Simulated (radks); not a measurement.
Question: All-electron atom: Zn III in [Ne] 3s2 3p5 3d10 4s1 (not the ground configuration). Method: Dirac Kohn-Sham, PBE, spin-unpolarised, spherical densities, finite nucleus; open shells fill j = l - 1/2 first; Fermi nuclear charge, rms radius 3.9283 fm; computed with a radial shooting solver on a logarithmic mesh with Libxc functionals. Some entries of the table are withheld. Estimate them.

orbital  occ.  eigenvalue (eV)  <r> (bohr)
1s1/2       2        -9558.000         (1)
2s1/2       2        -1189.237      0.2259
2p1/2       2              (2)      0.1958
2p3/2       4              (3)      0.1992
3s1/2       2        -159.0950      0.6769
3p1/2       2        -115.2038      0.6988
3p3/2       3        -112.0842      0.7091
3d3/2       4         -38.9708         (4)
3d5/2       6         -38.5768         (5)
4s1/2       1         -25.4993       2.124
4p1/2       0         -17.6654       2.541
4p3/2       0         -17.4468       2.570

Answer: 
(1) 1s1/2 <r> (bohr): 0.05030
(2) 2p1/2 eigenvalue (eV): -1051.428
(3) 2p3/2 eigenvalue (eV): -1027.510
(4) 3d3/2 <r> (bohr): 0.8238
(5) 3d5/2 <r> (bohr): 0.8290
